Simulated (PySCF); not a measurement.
CH$_{2}$Cl (SMILES [CH2]Cl), doublet, at a GFN2-xTB geometry; PySCF with DF-B3LYP/def2-SVPD.

PySCF was given this input:
```python
from pyscf import gto, scf, dft

mol = gto.Mole()
mol.atom = '''
    C     0.00128034   -0.21316871   -1.07804677
    Cl   -0.00067229    0.11193254    0.56607046
    H     0.94272613   -0.30818573   -1.57707968
    H    -0.93897920   -0.31565514   -1.57783752
'''
mol.basis = 'def2-svpd'
mol.spin = 1
mol.verbose = 4
mol.build()

mf = dft.UKS(mol)
mf.xc = 'b3lyp'
mf = mf.density_fit(auxbasis='def2-universal-jkfit')
mf.kernel()
```

Predict the main parts of the log of this PySCF run.


```
PySCF version 2.14.0

[INPUT] verbose = 4
[INPUT] num. atoms = 4
[INPUT] num. electrons = 25
[INPUT] charge = 0
[INPUT] spin (= nelec alpha-beta = 2S) = 1
[INPUT] symmetry False subgroup None
[INPUT] Mole.unit = angstrom
[INPUT] Symbol           X                Y                Z      unit          X                Y                Z       unit  Magmom
[INPUT]  1 C      0.001280340000  -0.213168710000  -1.078046770000 AA    0.002419491946  -0.402830480227  -2.037213144772 Bohr   0.0
[INPUT]  2 Cl    -0.000672290000   0.111932540000   0.566070460000 AA   -0.001270443976   0.211521845027   1.069718136607 Bohr   0.0
[INPUT]  3 H      0.942726130000  -0.308185730000  -1.577079680000 AA    1.781494196171  -0.582386625199  -2.980248671817 Bohr   0.0
[INPUT]  4 H     -0.938979200000  -0.315655140000  -1.577837520000 AA   -1.774413524663  -0.596501764411  -2.981680781863 Bohr   0.0

nuclear repulsion = 45.986356779626
number of shells = 27
number of NR pGTOs = 95
number of NR cGTOs = 63
basis = def2-svpd
ecp = {}

******** <class 'pyscf.df.df_jk.DFUKS'> ********
method = DFUKS
initial guess = minao
damping factor = 0
level_shift factor = 0
DIIS = <class 'pyscf.scf.diis.CDIIS'>
diis_start_cycle = 1
diis_space = 8
diis_damp = 0
SCF conv_tol = 1e-09
SCF conv_tol_grad = None
SCF max_cycles = 50
direct_scf = False
number electrons alpha = 13  beta = 12
XC library pyscf.dft.libxc version 7.1.2
    S. Lehtola, C. Steigemann, M. J. T. Oliveira, and M. A. L. Marques,  SoftwareX 7, 1–5 (2018)
XC functionals = b3lyp
    P. J. Stephens, F. J. Devlin, C. F. Chabalowski, and M. J. Frisch,  J. Phys. Chem. 98, 11623 (1994)
radial grids:
    Treutler-Ahlrichs [JCP 102, 346 (1995); DOI:10.1063/1.469408] (M4) radial grids

becke partition: Becke, JCP 88, 2547 (1988); DOI:10.1063/1.454033
pruning grids: <function nwchem_prune>
grids dens level: 3
symmetrized grids: False
atomic radii adjust function: <function treutler_atomic_radii_adjust>
small_rho_cutoff = 0
Set gradient conv threshold to 3.16228e-05
tot grids = 52616
******** <class 'pyscf.df.df.DF'> ********
auxbasis = def2-universal-jkfit
init E= -499.366596397893

cycle= 1 E= -499.285686046585  delta_E= 0.0809  |g|= 0.0803  |ddm|= 1.62
cycle= 2 E= -499.289701815659  delta_E= -0.00402  |g|= 0.0394  |ddm|= 0.182
cycle= 3 E= -499.290570107929  delta_E= -0.000868  |g|= 0.0167  |ddm|= 0.0718
cycle= 4 E= -499.290713393005  delta_E= -0.000143  |g|= 0.00809  |ddm|= 0.0273
cycle= 5 E= -499.290753120974  delta_E= -3.97e-05  |g|= 0.00262  |ddm|= 0.0114
cycle= 6 E= -499.290758073648  delta_E= -4.95e-06  |g|= 0.000804  |ddm|= 0.00423
cycle= 7 E= -499.290758596472  delta_E= -5.23e-07  |g|= 0.000176  |ddm|= 0.00155
cycle= 8 E= -499.290758621863  delta_E= -2.54e-08  |g|= 2.99e-05  |ddm|= 0.000332
cycle= 9 E= -499.290758622671  delta_E= -8.08e-10  |g|= 3.88e-06  |ddm|= 6.49e-05
Extra cycle  E= -499.290758622688  delta_E= -1.67e-11  |g|= 3.01e-06  |ddm|= 1.05e-05
converged SCF energy = -499.290758622688  <S^2> = 0.75437938  2S+1 = 2.0043746
```
